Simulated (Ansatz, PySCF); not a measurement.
CH8FNOSi2, SMILES O(C)[SiH2][Si@@H](N)F.

Geometry optimised at PBE0-D3(BJ)/def2-SVP. The structure was generated by enumeration; whether it is a known compound was not checked. The values are those of a single conformer.

Vertical ionisation energy (IE) and electron affinity (EA) in eV. Rows of orbital energies are one-electron estimates. Where ΔSCF, EOM or ADC give a negative EA the extra electron is unbound and the value depends on the basis.

```
level                                                                  IE     EA
-------------------------------------------------------------------  ----  -----
−ε(HOMO), −ε(LUMO), r2SCAN/def2-TZVP (PySCF)                         6.87   0.91
−ε(HOMO), −ε(LUMO), PBE/def2-TZVP (PySCF)                            6.55   1.23
ΔSCF, PBE0/def2-SVPD (Ansatz), final states of multiplicity 2 and 2  9.82  -1.01
ΔSCF, PBE/def2-SVPD (Ansatz), final states of multiplicity 2 and 2   9.23  -0.80
```

Question: What vertical singlet–triplet gap does ΔSCF give with PBE0/def2-SVPD (Ansatz, an electronic-structure program) and with PBE/def2-SVPD (Ansatz)? (The exact figures need the calculation; the answer reports its results.)

Answer: 5.69 and 5.21 eV (triplet above singlet where positive).
